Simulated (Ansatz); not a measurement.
Stepwise reaction of `[F][Ge]([F])([SeH])[SeH]` with hydrogen chloride, as a gas-phase model of exchange steps in deposition or etching. ΔE in kJ/mol; ΔG adds harmonic PBE0-D4 terms to CCSD(T)/CBS, at 1 bar.

Program: Ansatz. Geometries: PBE0-D4/def2-TZVP. ΔE: electronic, gas phase. CBS: MP2 limit from def2 TZ/QZ plus the TZ coupled-cluster correction, frozen cores. This one scheme is used for every species. Functionals use def2-TZVPP. B3LYP here is the variant with VWN-RPA as its local correlation; programs differ in this. For Ge, Se outer-core shells are correlated without core-valence functions, which leaves a few kJ/mol of doubt a bond. Scalar relativity is left out up to krypton. One conformer a species, not always the lowest.

```
step                                                             reaction  PBE-D4  B3LYP-D4  ωB97M-V  CCSD(T)/CBS  ΔG(600 K)
   1  `[F][Ge]([F])([SeH])[SeH]` + HCl → `[F][Ge]([F])([Cl])[SeH]` + H₂Se    -2.4      -5.9     -9.6         -5.3      -10.6
```

Task: Give the row of step 2, `[F][Ge]([F])([Cl])[SeH]` + HCl → `[F][Ge]([F])([Cl])[Cl]` + H₂Se. (Estimate.)

Result: Computed: 
```json
{"step": "2", "reaction": "`[F][Ge]([F])([Cl])[SeH]` + HCl → `[F][Ge]([F])([Cl])[Cl]` + H₂Se", "PBE-D4": "1.2", "B3LYP-D4": "-1.9", "ωB97M-V": "-6.2", "CCSD(T)/CBS": "-2.2", "ΔG(600 K)": "0.2"}
```

Task: By hand: ΔE of the 2 steps together at CCSD(T)/CBS.

Result: (-5.3) + (-2.2) = -7.5 kJ/mol, or -3.8 kJ/mol a step.

In ΔE the steps differ by no more than 3.1 kJ/mol. ΔG lies between -10.6 and 0.2 kJ/mol a step. PBE-D4 differs from CCSD(T)/CBS by 2.9 to 3.4 kJ/mol a step. Only this route is followed, and other bonds may react first. Isolated molecules leave out the surface, adducts and barriers. Largest T1 diagnostic: 0.011.
